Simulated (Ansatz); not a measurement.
Compare A (`C[SiH](F)[O][AlH2]`) with its isomer B (`[CH3][Al]([OH])[SiH2]F`).

Program: Ansatz. Geometries: PBE0-D4/def2-TZVP. ΔE: electronic, gas phase. CCSD(T)/CBS adds triple-zeta CCSD(T) − MP2 to the extrapolated MP2 energy (def2 sets, frozen cores). Functionals use def2-TZVPP. B3LYP here is the variant with VWN-RPA as its local correlation; programs differ in this. Each species was taken in one conformer, which may not be the lowest.

(1) Which is lower in electronic energy at CCSD(T)/CBS, and by how much? (An estimate is asked.)

(2) Give E(B) − E(A) in kcal/mol with PBE0-D4, B3LYP-D4, PBE-D4, ωB97M-V, HF/def2-TZVPP, CCSD(T)/def2-TZVPP, CCSD/def2-TZVPP. (Estimate.)

Largest T1 diagnostic: 0.012.

Results:

(1) Ansatz gave: A, by 36.1 kcal/mol.

(2) Computed: PBE0-D4 32.1, B3LYP-D4 35.7, PBE-D4 29.0, ωB97M-V 37.3, HF/def2-TZVPP 43.2, CCSD(T)/def2-TZVPP 36.3, CCSD/def2-TZVPP 37.3. None reverses the order clearly.

The D4 term adds +0.8 kcal/mol with B3LYP and +0.4 kcal/mol with PBE0; it sums over pairs of atoms, weighted by their polarisabilities, and B3LYP, whose exchange is more repulsive, gets the larger term. From PBE to PBE0 (25 % exact exchange), in def2-TZVPP and without D4, E(B) − E(A) moves by +3.2 kcal/mol.
